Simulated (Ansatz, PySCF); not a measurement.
Process, species as SMILES: CC(C)CCO -> C[CH]C + [CH2]CO (the C-C bond at the site shown breaks; other sites are not compared here)
Geometries: B3LYP-D3(BJ)/def2-TZVP minima from Ansatz (an electronic-structure program), one conformer each, not searched for the lowest.

Quantity: bond dissociation energy (enthalpy at 298 K, with B3LYP-D3(BJ) rigid-rotor harmonic-oscillator terms from PySCF), in kcal/mol. Correlated levels leave the core frozen unless marked. UHF or UKS for open shells. No spin-orbit coupling. Non-relativistic. CBS marks a two-point X^-3 extrapolation of the correlation energy; Hartree-Fock from the larger set. [CCSD(T)-MP2]/basis is that difference in the basis named.

```
level                                                     program  bond dissociation energy (kcal/mol)  minus last row
-------------------------------------------------  --------------  -----------------------------------  --------------
SVWN5/def2-TZVPD                                           Ansatz                                 98.4            10.0
B3LYP-D4/def2-TZVPD                                Ansatz + dftd4                                 79.5            -8.9
HSE06-D3(BJ)/def2-TZVPD                            Ansatz + dftd3                                 81.9            -6.5
wB97X-V/def2-TZVPD                                         Ansatz                                 86.4            -2.0
CCSD/6-31G                                                 Ansatz                                 77.0           -11.4
CCSD/cc-pVTZ                                               Ansatz                                 83.7            -4.7
RI-MP2/CBS(cc-pVTZ,cc-pVQZ)+[CCSD(T)-MP2]/cc-pVTZ          Ansatz                                 88.4             0.0
```
